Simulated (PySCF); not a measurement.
H₃N₂, SMILES [NH]N, multiplicity 2. Atoms are numbered in the order given.

```xyz
5

N      0.6569    -0.3489     0.0854
N     -0.5538     0.1842    -0.1150
H      1.3217     0.4227     0.0096
H     -0.7283     1.1621     0.0764
H     -1.3151    -0.4320     0.1213
```
Charge 0, spin multiplicity 2.

The structure is a stationary point at PBE0-D3(BJ)/def2-TZVP. The isomer is the one that the SMILES or the coordinates give; other isomers of the formula were not compared.

The numbers are results of PBE/def2-TZVPD (PySCF), not measurements.

Gas-phase values at a fixed geometry.

```json
{
 "total_energy": "-111.15025 hartree",
 "α spin, highest occupied and lowest empty level": "-3.90 and -0.49 eV",
 "β spin, highest occupied and lowest empty level": "-6.37 and -2.19 eV",
 "dipole_moment": "2.57 D",
 "quadrupole, principal values (traceless, Buckingham form, about the centre of nuclear charge)": "-3.70, -1.14, 4.85 D·Å",
 "mean_static_polarisability": "22.8 bohr³ (3.38 Å³)",
 "polarisability_principal_values": "18.3, 20.9, 29.2 bohr³",
 "⟨S²⟩": "0.753 (pure state 0.75)"
}
```
